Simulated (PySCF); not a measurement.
# What a mistake does to a calculation on BCClH2Si

Calculated results; nothing here was measured. The program is PySCF 2.14.0, an open-source quantum chemistry code, run on an isolated molecule that a program drew, which may never have been made. The molecule is BCClH2Si (charge 0, singlet), drawn as the SMILES string `[SiH]C=BCl`.

Each row is a Hartree-Fock (HF) and frozen-core CCSD(T) single point in the cc-pV(D+d)Z basis, meant for a local HF minimum. Run 1 is clean. Each other run has one planted mistake out of seven kinds, and not every kind appears here: one electron removed, one electron added, multiplicity raised by two, geometry at a saddle point, minimal basis STO-3G, one bond length entered in bohr, all coordinates scaled. The reference is restricted for singlets and unrestricted otherwise, and also for a bond in bohr. Adding or removing an electron swaps singlet and doublet. Electrons count all cores. HOMO and LUMO are orbital energies over both spins, the gradient is its largest component, and the lowest frequency (negative if imaginary) is given only where the gradient is small. Bond lengths are over the 5 bonds as drawn. T1 is the CCSD diagnostic: over 0.02 (restricted) or 0.045 (unrestricted) a single reference is doubtful.

Geometry of the clean run:
```xyz
6
BCClH2Si, angstrom
Si   -0.0215   -3.1220    0.9442
C     0.5053   -2.0117   -0.4454
B     1.8221   -2.2869   -0.7952
Cl    3.4229   -2.7027   -1.1381
H    -1.4367   -2.5926    1.0808
H    -0.1198   -1.2616   -0.9136
```

| run | electrons | basis functions | <S^2> | HOMO (eV) | LUMO (eV) | gradient (hartree/bohr) | lowest frequency (cm^-1) | mean bond (Å) | longest bond (Å) | T1 | HF (hartree) | CCSD(T) (hartree) | mistake |
|---|---|---|---|---|---|---|---|---|---|---|---|---|---|
| 1 | 44 | 84 | 0.000 | -8.47 | 1.27 | 3.5e-05 | 86 | 1.5068 | 1.855 | 0.0161 | -812.10747 | -812.59481 | no fault |
| 2 | 44 | 84 | 2.030 | -6.78 | 0.41 | 4.1e-02 | - | 1.5068 | 1.855 | 0.0191 | -812.06130 | -812.52666 | multiplicity raised by two |
| 3 | 44 | 84 | 0.000 | -8.64 | 1.07 | 3.2e-02 | - | 1.5641 | 1.926 | 0.0171 | -812.09898 | -812.59097 | all coordinates scaled |
| 4 | 45 | 84 | 0.855 | -0.32 | 7.31 | 2.8e-02 | - | 1.5068 | 1.855 | 0.0251 | -812.08956 | -812.58568 | ? |
| 5 | 43 | 84 | 0.781 | -15.11 | -6.19 | 5.6e-02 | - | 1.5068 | 1.855 | 0.0204 | -811.83883 | -812.29801 | ? |

**Which mistake was planted in run 4, and what did it cost?**

It counts 45 electrons, one more than the clean run, at the same geometry and basis. So the mistake is: one electron added. Subtracting run 1 and multiplying by 627.51 kcal/mol a hartree, the energy moved by 11.2 kcal/mol in HF and 5.7 kcal/mol in CCSD(T).

**Which mistake was planted in run 5, and what did it cost?**

It counts 43 electrons, one fewer than the clean run, at the same geometry and basis. So the mistake is: one electron removed. Subtracting run 1 and multiplying by 627.51 kcal/mol a hartree, the energy moved by 168.6 kcal/mol in HF and 186.2 kcal/mol in CCSD(T).

Cautions from the logs. Run 4: the added electron raises the CCSD(T) energy, so it isn't bound in this basis.
